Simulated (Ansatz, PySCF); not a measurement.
Noncovalent pair: NH3 (SMILES N) (first 4 atoms) with C2H6 (SMILES CC); geometry from B3LYP-D3(BJ)/def2-TZVP.
(charge 0, multiplicity 1):
| atom | x (Å) | y (Å) | z (Å) |
|---|---|---|---|
| N | -0.0858 | -0.0201 | -0.2018 |
| H | -0.2269 | 0.4751 | -1.0748 |
| H | 0.3915 | 0.6109 | 0.4318 |
| H | 0.5449 | -0.7912 | -0.3890 |
| C | -0.6012 | -0.6083 | 3.3571 |
| C | 0.4661 | 0.4828 | 3.3486 |
| H | -0.9389 | -0.8303 | 2.3440 |
| H | -1.4717 | -0.3019 | 3.9408 |
| H | -0.2184 | -1.5314 | 3.7977 |
| H | 1.3449 | 0.1745 | 2.7769 |
| H | 0.8045 | 0.7242 | 4.3584 |
| H | 0.0850 | 1.4043 | 2.9027 |

Counterpoise-corrected where a basis set is named; no monomer relaxation.

Frozen-core correlation.

Programs: Ansatz (an electronic-structure program) with Gaussian orbitals; PySCF for the dispersion terms. 

| level | interaction energy (kJ/mol) |
|---|---|
| SVWN5/def2-TZVPPD | -8.7 |
| PBE-D4/def2-TZVPPD | -5.3 |
| BLYP-D4/def2-TZVPPD | -3.4 |
| revPBE-D3(BJ)/def2-TZVPPD | -4.4 |
| B3LYP/def2-TZVPPD | [?] |
| PBE0-D4/def2-TZVPPD | -4.7 |
| BHLYP-D3(BJ)/def2-TZVPPD | -4.7 |
| B2PLYP-D3(BJ)/def2-TZVPPD | -3.8 |
| B2PLYP-D4/def2-TZVPPD | -3.7 |

Question: Fill in the missing entries.

Answer: 
- B3LYP/def2-TZVPPD, interaction energy (kJ/mol): 0.8
